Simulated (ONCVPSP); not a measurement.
# What the settings do to the ONCV potential of zirconium

Base potential:

```
Element                 : Zr (Z = 40)
Generator               : ONCVPSP 4.0.1
Type                    : optimised norm-conserving Vanderbilt (ONCV)
Functional              : PBE
Relativity              : scalar-relativistic
Frozen core             : [Ar] 3d10 4s2
Valence charge          : 10
Reference configuration : 4p6 4d2 5s2
Partial waves           : 5s: rc 2.75 bohr, ncon 3, nbas 8, qcut 2.3 1/bohr, 2 projectors, debl 3 Ha; 4p: rc 1.55 bohr, ncon 4, nbas 7, qcut 5.4 1/bohr, 2 projectors, debl 2.8 Ha; 4d: rc 2.90 bohr, ncon 4, nbas 8, qcut 6.3 1/bohr, 2 projectors, debl 2.1 Ha
Local potential         : polynomial inside 1.00 bohr (lpopt 5, dvloc0 0 Ha)
Core correction         : none
```

All-electron outer shells of the reference configuration (PBE, scalar-relativistic, ld1.x):

```
shell  level (eV)  outermost node (bohr)  outermost maximum (bohr)
   4s      -54.50                   0.55                      1.08
   4p      -32.46                   0.56                      1.17
   5s       -4.44                   1.47                      3.15
   4d       -3.60                   0.58                      1.59
```

Cutoffs, loose and tight: the cutoffs (Ha) at which the residual kinetic energy of the hardest occupied pseudo-wave falls to 1 and 0.1 mHa per electron. They do not see the model core or the augmentation charge, which bear on the density cutoff. Test errors are all-electron minus pseudo excitation energies from the reference, over the configurations 4p6 4d2 5s1; 4p6 4d2 5s0; 4p6 4d1 5s0; 4p6 4d2 5s0 5p2. A dash means not determined; rows that change the core or the reference have their own tests.

A true bound ghost makes a file unfit for plane-wave use even where its test errors are small: the radial tests pick states by their node count and pass the ghost by.

```tsv
change	outcome	cutoff, loose	cutoff, tight	bound ghosts	GHOST(+) flags above zero	largest test error (meV)
base	generated	25 Ha	57 Ha	s	s	+130
s: qcut 2.2	generated	25 Ha	57 Ha	s	s	+126
s: qcut 2.7	failed: ERROR pspot: first pseudo wave function has node, program will stop	–	–	–	–	–
s: qcut 3.1	failed: ERROR pspot: first pseudo wave function has node, program will stop	–	–	–	–	–
s: qcut 3.3	failed: ERROR pspot: first pseudo wave function has node, program will stop	–	–	–	–	–
```

(1) What comes out with this change to the base: s: qcut 1.4?

(2) What comes out with this change to the base: s: qcut 1.8?

## Answers

(1) outcome: generated; cutoff, loose: 25 Ha; cutoff, tight: 57 Ha; bound ghosts: s; GHOST(+) flags above zero: s; largest test error (meV): +77.

(2) outcome: generated; cutoff, loose: 25 Ha; cutoff, tight: 57 Ha; bound ghosts: s; GHOST(+) flags above zero: s; largest test error (meV): +104.

Reading the sweep of the qcut of the s channel (base included, trends over the rows without a ghost): Bound ghosts are found at 1.4, 1.8, 2.2, 2.3 1/bohr. Every judged row has one, so this setting neither creates nor removes them. The generation fails at 2.7, 3.1, 3.3 1/bohr.
